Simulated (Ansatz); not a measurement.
CH₆ClFSi₂, SMILES `C[SiH](F)[SiH2]Cl` from Hartree–Fock to CCSD(T)

```xyz
11

C    -0.7690   -1.2158    0.9328
Si   -0.2856    0.5531    0.6499
F    -1.6110    1.4389    0.4422
Si    1.0507    0.7754   -1.2691
Cl    0.1752   -0.3026   -2.8006
H     0.1193   -1.8191    1.1400
H    -1.2635   -1.6294    0.0512
H    -1.4459   -1.3005    1.7863
H     0.4325    1.1108    1.8294
H     1.1916    2.1820   -1.7223
H     2.4055    0.2073   -1.0398
```

The species carries charge 0 and has multiplicity 1. The geometry is a stationary point of PBE0-D4/def2-TZVP. It is one conformer, not always the lowest. Frozen core, restricted reference, Ansatz 0.2.0. CBS rows extrapolate triple and quadruple zeta; past MP2 they add the triple-zeta difference.

```tsv
basis	HF (Eh)	MP2 corr.	CCSD corr.	(T)	CCSD(T) total
def2-TZVPP	?	-0.85754	-0.91746	-0.03272	?
def2-QZVPP	?	-0.93239	–	–	–
CBS(def2)	-1178.43298	?	?	as TZ	?
```

Fill in the withheld values. (Best estimate.)

Ansatz gave: def2-TZVPP HF (Eh): -1178.39005; def2-TZVPP CCSD(T) total: -1179.34023; def2-QZVPP HF (Eh): -1178.42778; CBS(def2) MP2 corr.: -0.98782; CBS(def2) CCSD corr.: -1.04774; CBS(def2) CCSD(T) total: -1179.51344.
